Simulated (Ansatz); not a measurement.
Al8As8H22⁻, a nanocrystal cut from wurtzite AlAs (hydrogen-capped). Charge -1, multiplicity 2. Geometry PBE-D4/def2-SVP, that of the neutral singlet; atoms count from 1.

```xyz
38

Al    3.3425   -3.2319   -1.0644
As    4.2666   -0.9007   -0.5539
As    0.9230   -2.5322   -1.0170
Al    0.1555   -1.8215    1.2381
Al    2.8388    1.1367   -0.2304
As    1.2246    0.4335    1.5296
As   -2.2753   -1.3029    1.1941
Al   -3.2063   -0.7133    3.4594
Al   -0.3114    2.3475    1.9480
As   -1.8755    1.4596    3.6973
Al    0.4247   -0.9886   -2.8889
As    1.3583    1.2175   -2.2160
As   -2.0494   -0.6135   -2.6232
Al   -3.0226    0.3363   -0.5057
Al   -0.3471    3.0873   -2.2173
As   -1.6223    2.3629   -0.1549
H     3.6945   -4.1443    0.2033
H     3.7840   -3.5581   -2.5694
H     5.1958   -0.9631    0.6537
H     5.3241   -0.5232   -1.5857
H     0.1159   -3.7920   -1.3276
H     0.5762   -2.8270    2.4060
H     3.6749    2.4564    0.0972
H     2.0593    0.3158    2.8023
H    -2.9493   -2.6139    0.7916
H    -2.6478   -1.7107    4.5804
H    -4.7400   -0.2729    3.3175
H     0.3986    3.7159    2.3623
H    -1.0863    1.4459    5.0021
H    -2.8135    2.6068    4.0568
H     0.8100   -1.4923   -4.3541
H     2.3056    1.5459   -3.3677
H    -2.7376   -1.9533   -2.8736
H    -2.5973    0.1355   -3.8325
H    -4.5956    0.5852   -0.6176
H     0.3849    4.4827   -1.9346
H    -1.3160    2.8279   -3.4745
H    -2.6644    3.4560    0.0695
```

Single mean-field runs in def2-SVP are fitted with def2-universal-jkfit. The highest occupied level of the charge -1 doublet lies above zero (up to 0.42 eV). By energy differences its removal costs 0.66 eV (vertical, to the charge 0 singlet, at PBE0-D4/def2-SVP); self-interaction error and the lack of diffuse functions both raise the level.

(1) Estimate the Mulliken populations of the heavy atoms from the PBE0/def2-SVP orbitals of Ansatz.

(2) Where does the spin sit?

(3) And the Mayer bond orders between bonded heavy atoms (over 0.3)?

Results:

(1) 
```
atom  charge (e)  spin (α − β)
 Al1        0.38          0.07
 As2       -0.22          0.01
 As3       -0.43         -0.07
 Al4        0.44          0.17
 Al5        0.51          0.00
 As6       -0.50          0.06
 As7       -0.43         -0.07
 Al8        0.38          0.07
 Al9        0.51          0.00
As10       -0.22          0.01
Al11        0.43          0.16
As12       -0.48          0.03
As13       -0.17         -0.04
Al14        0.43          0.16
Al15        0.43         -0.01
As16       -0.48          0.03
```
Mulliken values and Mayer orders depend strongly on the basis.

(2) Summed by element: Al 0.62, As -0.05, H 0.42, of 1 unpaired in all. Largest on single atoms: Al4 0.17, Al11 0.16, Al14 0.16.

(3) Al1–As2 0.57 (2.56 Å); Al1–As3 0.67 (2.52 Å); As2–Al5 0.64 (2.51 Å); As3–Al4 0.68 (2.49 Å); As3–Al11 0.72 (2.48 Å); Al4–As6 0.73 (2.51 Å); Al4–As7 0.68 (2.49 Å); Al5–As6 0.76 (2.49 Å); Al5–As12 0.79 (2.48 Å); As6–Al9 0.76 (2.49 Å); As7–Al8 0.67 (2.52 Å); As7–Al14 0.72 (2.48 Å); Al8–As10 0.57 (2.56 Å); Al9–As10 0.64 (2.51 Å); Al9–As16 0.79 (2.48 Å); Al11–As12 0.77 (2.49 Å); Al11–As13 0.65 (2.52 Å); As12–Al15 0.63 (2.53 Å); As13–Al14 0.65 (2.52 Å); Al14–As16 0.77 (2.49 Å); Al15–As16 0.63 (2.53 Å).
